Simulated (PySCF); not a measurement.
# Electron correlation in Sb (antimony, neutral)

[Kr] 4d10 5s1 5p4, high-spin 4P determinant (an excited configuration). Computed with PySCF 2.14 in x2c-TZVPPall (8s6p4d2f, 60 functions), with the spin-free X2C one-electron Hamiltonian (Gaussian nucleus). Frozen: [Kr] 4d10; 5 electrons correlated.

```tsv
level	correlation energy (mhartree)
CCSD	-84.57
(T)	-5.74
CCSD(T)	-90.31
```

Diagnostics: T1 = 0.017, D1 = 0.0401, largest double amplitude 0.230.

Question: Is a single reference adequate?

Answer: Not fully. A double-excitation amplitude exceeds 0.15, a sign of near-degeneracy.
